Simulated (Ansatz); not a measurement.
Geometry optimisation, RKS PBE0-D4/def2-SVP in Ansatz 0.2.0.

Input:

```yaml
crystal:
  periodic: [false, false, false]
  atoms:
    - { symbol: In, position_ang: [-0.005827, -0.170408, -0.024708] }
    - { symbol: O, position_ang: [-0.14308, -0.438119, 1.946426] }
    - { symbol: H, position_ang: [-1.0604, -0.523038, 2.235723] }
    - { symbol: O, position_ang: [1.715367, -0.305406, -0.994482] }
    - { symbol: H, position_ang: [2.435728, -0.545377, -0.398458] }
    - { symbol: Cl, position_ang: [-1.971372, 0.19598, -1.223909] }
    - { symbol: P, position_ang: [0.218609, 3.113346, 1.632846] }
    - { symbol: H, position_ang: [1.583811, 2.898132, 1.269494] }
    - { symbol: H, position_ang: [-0.271389, 2.84538, 0.311227] }
    - { symbol: H, position_ang: [0.032854, 1.766909, 2.06784] }
basis:
  gaussian: { orbitals: def2-SVP }
hamiltonian:
  xc: pbe0
  dispersion: d4
relax:
  f_tol: 0.03
  max_steps: 50
```

Run as:

```bash
$ ansatz run input.yaml --threads 4 --pin off --max-ram 5120MiB --backend cpu --events-out ev --progress --plain --runs-dir out
```

Question: Where does it end, and by what steps?

Answer: The forces met the threshold. After 9 steps the energy has fallen by 0.115 eV; H8 moved furthest, 0.92 Å.

| step | energy less start (eV) | largest force component (eV/Å) | accepted |
| --- | --- | --- | --- |
| 0 | 0.0000 | 0.185 | yes |
| 1 | -0.0253 | 0.119 | yes |
| 2 | -0.0528 | 0.428 | yes |
| 3 | -0.0751 | 0.281 | yes |
| 4 | -0.0887 | 0.440 | yes |
| 5 | -0.1013 | 0.339 | yes |
| 6 | -0.1038 | 0.137 | yes |
| 7 | -0.1133 | 0.035 | yes |
| 8 | -0.1142 | 0.046 | yes |
| 9 | -0.1147 | 0.011 | yes |

```xyz
10
Properties=species:S:1:pos:R:3
In 0.014 0.041 0.152
O -0.232 -0.716 1.983
H -1.166 -0.818 2.203
O 1.817 0.099 -0.691
H 2.472 -0.326 -0.122
Cl -1.864 0.565 -1.148
P 0.465 3.013 1.334
H 1.459 2.331 0.561
H -0.589 2.769 0.398
H 0.158 1.879 2.153
```

Whether the end is a true minimum wasn't checked by a vibrational analysis.

The run took 21 s on 4 threads of Arm Neoverse V2, on a shared host, peak memory 0.31 GiB.
